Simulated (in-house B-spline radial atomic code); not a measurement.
RPA and G0W0 for Rb-, [Kr] 5s2, as one setting changes: the share of exact exchange in the PBE hybrid start. A dash marks a level of low quasi-particle weight. Computed with a B-spline radial code for spherical atoms: all electrons, scalar-relativistic (spin-free one-electron X2C), finite nucleus, each spin shell either full or empty, empty states to l = 9 with an (l + 1/2)⁻⁴ tail; G0W0 by contour deformation at full frequency.

The anion's configuration is assumed.

| share of exact exchange in the PBE hybrid start | mean-field level (eV) | G0W0 level (eV) | RPA correlation (Eh) |
| --- | --- | --- | --- |
| 0.6 | -0.110 | - | -2.5631 |
| 0.7 | -0.241 | 5s -0.612 | -2.5385 |
| 0.8 | ? | ? | ? |
| 0.9 | ? | ? | ? |
| 1 | -0.628 | 5s -0.642 | -2.4694 |

**Question.** What belongs in the row for 0.9?

**Answer.** mean-field level (eV): -0.500; G0W0 level (eV): 5s -0.637; RPA correlation (Eh): -2.4917.

**Question.** What belongs in the row for 0.8?

**Answer.** mean-field level (eV): -0.371; G0W0 level (eV): 5s -0.628; RPA correlation (Eh): -2.5147.
